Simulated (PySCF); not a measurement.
## Two-component Hartree-Fock for Ca (calcium, neutral)

Start: [Ar] 4s2. Calculated with PySCF 2.14 in x2c-TZVPall-2c with one added diffuse shell each of s, p, d type (7s8p4d, 51 functions): generalised Hartree-Fock with the X2C-1e Hamiltonian and a Gaussian nucleus; one run each with spin-orbit coupling (SO) switched off, then screened by Boettger's factors. This is a chosen level, not necessarily the ground level.

```
spinor shell  electrons  ε, spin-free (eV)  ε, screened SO (eV)  weight of nominal j (screened SO)  rms radius, screened SO (bohr)
       1s1/2          2            -4084.7              -4084.7                              1.000                          0.0888
       2s1/2          2            -461.57              -461.56                              1.000                           0.393
       2p1/2          2            -371.04              -373.61                              1.000                           0.361
       2p3/2          4            -371.04              -369.77                              1.000                           0.363
       3s1/2          2            -61.542              -61.541                              1.000                            1.24
       3p1/2          2            -36.433              -36.719                              1.000                            1.38
       3p3/2          4            -36.433              -36.292                              1.000                            1.38
       4s1/2          2             -5.343               -5.343                              1.000                            4.51
```

```csv
quantity,spin-free,screened SO
E (hartree),-679.61836,-679.62172
M_J,0,0
⟨J²⟩,0.000,0.000
⟨L²⟩,0.000,0.000
⟨S²⟩,0.000,0.000
```

Without spin-orbit coupling the j labels of p, d and f shells carry no meaning; the spin-free column gives the mean over the occupied spinors of each nl shell.
